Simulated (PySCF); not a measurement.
Computed shifts of a molecule C₄H₅F, B3LYP/pcSseg-1 run with PySCF, GIAO, gas phase, atoms alike by connectivity averaged where their shifts nearly agree, in ppm (number of nuclei): ¹³C: 212.9 (1), 137.4 (1), 114.5 (1), 22.8 (1). ¹⁹F: -179.4 (1). ¹H: 7.48 (1), 6.38 (1), 2.20 (3). References: ¹³C against TMS (σ = 181.3 ppm); ¹⁹F against CFCl3 (σ = 161.7 ppm); ¹H against TMS (σ = 31.68 ppm), references at their B3LYP-D3(BJ)/def2-TZVP geometries, non-relativistic. The structure is a stationary point at PBE0-D3(BJ)/def2-SVP. One conformer was computed; it need not be the lowest.

Question: Which molecule gave these data?
A. FC1=CCC1
B. C=CC(=C)F
C. C=C=C(C)F
D. CC=C=CF

Answer: D, CC=C=CF
